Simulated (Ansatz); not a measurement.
Cl2F2H2MoO2 (`[OH][Mo]([OH])([F])([F])([Cl])[Cl]`) from Hartree–Fock to CCSD(T)

```json
{"atom": "O1", "x (Å)": "1.1122", "y (Å)": "-1.1272", "z (Å)": "-0.3799"}
{"atom": "Mo2", "x (Å)": "-0.0768", "y (Å)": "0.2605", "z (Å)": "-0.1269"}
{"atom": "O3", "x (Å)": "0.1128", "y (Å)": "0.2505", "z (Å)": "1.6881"}
{"atom": "F4", "x (Å)": "-0.5178", "y (Å)": "-0.0735", "z (Å)": "-1.8965"}
{"atom": "F5", "x (Å)": "-1.2209", "y (Å)": "1.6952", "z (Å)": "-0.2952"}
{"atom": "Cl6", "x (Å)": "-1.9363", "y (Å)": "-1.0798", "z (Å)": "0.3291"}
{"atom": "Cl7", "x (Å)": "1.5750", "y (Å)": "1.7961", "z (Å)": "-0.4622"}
{"atom": "H8", "x (Å)": "1.3223", "y (Å)": "-1.5123", "z (Å)": "-1.2381"}
{"atom": "H9", "x (Å)": "-0.3705", "y (Å)": "-0.2095", "z (Å)": "2.3816"}
```

Charge 0, multiplicity 1. Correlated methods include outer-core shells of Mo, which these sets cover unevenly. Mo: def2 effective core potential. The structure was optimised at the PBE0-D4/def2-TZVP level. It is one conformer, not always the lowest. Frozen core, restricted reference, Ansatz.

| basis | HF (Eh) | MP2 corr. |
| --- | --- | --- |
| def2-SVP | -1335.75836 | -1.49295 |
| def2-TZVPP | -1336.56469 | -1.99602 |
| def2-QZVPP | -1336.61381 | -2.16991 |

Problem. Estimate the CCSD correlation energy and the (T) correction in each basis where they were run (hartree).

Solution. 
| basis | CCSD corr. | (T) |
| --- | --- | --- |
| def2-SVP | -1.45258 | -0.06706 |
